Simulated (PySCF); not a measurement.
Static response to an electric field

Compound: C7H4N2.
Geometry (GFN2-xTB, Å), atoms numbered from 1 in this order:
```xyz
13
C7H4N2 angstrom
N     -3.1402   -0.9801   -1.5793
C     -2.5947   -0.4413   -0.7319
C     -1.8719    0.2209    0.3285
C     -0.5303   -0.4462    0.5143
C      0.5898    0.1070    0.1154
C      1.3807    1.1548   -0.4585
C      2.0549    0.0825   -0.0336
C      3.2281   -0.6054    0.1562
N      4.1981   -1.1992    0.3274
H     -2.4633    0.1527    1.2467
H     -1.7480    1.2731    0.0590
H     -0.5358   -1.4319    0.9543
H      1.4281    2.1135   -0.9164
```

Level: CAM-B3LYP/def2-SVPD (PySCF), static field, nuclei fixed, core orbitals frozen in the response. The polarisability tensor in these axes (au):

```
x   134.12  -5.15   6.18
y    -5.15  75.85  -3.32
z     6.18  -3.32  65.05
```

Give the principal values, the mean and the anisotropy Δα = √{½[(α1 − α2)² + (α2 − α3)² + (α1 − α3)²]}.

Principal values 63.80, 76.05 and 135.17 au; mean 91.67 au = 13.58 Å³ = 15.11 × 10⁻⁴⁰ C²·m²/J; Δα = 66.10 au (72 % of the mean).

What is the dipole moment, and where does it point?

(0.39, 4.34, 1.86) D, 4.73 D in size, pointing from the negative to the positive side. Measured along this direction, the outermost atoms are N1 at the negative end and H13 at the positive end.

What depolarisation ratio follows for Rayleigh scattering of linearly polarised light, taking the static tensor?

ρ = 3Δα²/(45ᾱ² + 4Δα²) = 13109.0/(378174 + 17478.6) = 0.0331.

Sum over states: ᾱ = Σ f/ω², ω in Eh. What share falls to these 8 lowest TDDFT singlets (eV, f)? 3.82, 0.0811; 5.16, 0.0002; 5.86, 0.0005; 6.34, 0.0096; 6.49, 0.0026; 6.71, 0.2676; 6.97, 0.1765; 7.12, 0.1914.

They add up to 14.25 au, 15.5 % of the 91.67 au; the largest single term is 4.41 au, from the state at 6.71 eV. Terms in order: 4.12, 0.01, 0.01, 0.18, 0.05, 4.41, 2.69, 2.80 au. Higher excitations give the rest. The strengths listed sum to 0.730.

Orientational against electronic polarisability at 400 K (dilute gas, rigid molecules)?

In Gaussian units μ²/3kT = 135.29 Å³ against 13.58 Å³, a ratio of 9.96; the Debye molar polarisation (4π/3)N_A(α + μ²/3kT) is 375.6 cm³/mol, leaving out the vibrational part.

Give the principal axes and the span of the nuclei along them.

Largest value along (0.99, -0.09, 0.09), where the nuclei span 7.47 Å; middle along (0.11, 0.97, -0.23), 4.08 Å; least along (-0.07, 0.24, 0.97), 2.96 Å. The response follows the extents in order.

Geometry: GFN2-xTB, one conformer, isolated molecule.
